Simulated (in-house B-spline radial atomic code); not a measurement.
A calculation on the technetium ion Tc²⁺ (an excited or competing configuration): its settings, and results tabulated from the run. Computed with a radial B-spline atomic code at the basis-set limit: scalar-relativistic (X2C) HSE06, spin-polarised, spherical fractional occupations, exact exchange averaged over the configuration, Fermi nucleus of rms radius 4.41117 fm.

Command:
```bash
python run_scf.py task.json out
```
Settings (nuclear radius in fm, mass in u):
```
Z                43
configuration    [Ar] 3d10 4s2 4p5 4d5 5d1
hamiltonian      x2c
method           hse06
spin_polarised   True
nucleus          fermi
rms_radius       4.41117
atomic_mass      96.90636
speed_of_light   137.035999084
exact_exchange   averaged over the configuration
```

Output (hartree, bohr):
```
 radial grid: 79 intervals, B-splines of order 8, outer radius 53.7037 bohr

 iter        energy (Eh)    residual
    1       -4274.751528    4.47e-01
    2       -4279.211719    2.79e-01
    3       -4281.804211    9.52e-02
    4       -4282.109904    2.88e-02
    5       -4282.144506    1.53e-02
    6       -4282.149910    3.10e-03
    7       -4282.150024    8.53e-04
    8       -4282.150038    4.73e-05
    9       -4282.150038    3.47e-06
   10       -4282.150038    1.77e-07

 total energy                     -4282.15004
 kinetic                            4448.0855
 electron-nucleus                 -10310.8786
 Hartree                            1709.1447
 exact exchange                      -30.9829
 exchange-correlation                -97.5186

 orbital      occ     eigenvalue          <r>       <r^2>       <1/r>       r_max
 1s up      1.000      -769.7144    0.0337708  0.00155039      46.248     0.02168
 1s down    1.000      -769.7067    0.0337704  0.00155036     46.2484     0.02168
 2s up      1.000      -111.3897     0.149095   0.0262715     10.3744       0.126
 2s down    1.000      -111.3498     0.149071   0.0262627     10.3763       0.126
 2p up      3.000       -99.7571     0.130167   0.0207178     9.82337      0.1006
 2p down    3.000       -99.7192     0.130144   0.0207099     9.82478      0.1006
 3s up      1.000       -20.5290     0.414398    0.196776     3.54395       0.372
 3s down    1.000       -20.5015     0.414371    0.196662     3.54208      0.3722
 3p up      3.000       -16.6789     0.415494    0.200883     3.32799      0.3655
 3p down    3.000       -16.6456     0.415563    0.200843     3.32536      0.3658
 3d up      5.000       -10.4445     0.398486    0.190447     3.08434      0.3116
 3d down    5.000       -10.3963     0.398493    0.190247     3.08242      0.3121
 4s up      1.000        -3.8678      1.05351     1.25389     1.30027      0.9503
 4s down    1.000        -3.6082      1.04642     1.23928     1.31485      0.9422
 4p up      3.000        -2.7871      1.15492     1.51953     1.16122       1.021
 4p down    2.000        -2.5250      1.15168     1.51574     1.17052       1.012
 4d up      5.000        -1.2178      1.48416     2.57901    0.883862       1.222
 5d up      1.000        -0.3530      4.61277      23.789    0.273282       4.212
```

Cost of the run: 1.6 s on 1 thread of Arm Neoverse N1 (shared host).

One-electron X2C: radii and densities carry no picture-change correction, so inner-shell <1/r> comes out high (for 1s by about 2 % at Z = 33, 5 % at 54, 10 % at 75, 30 % at 118) and <r> low.
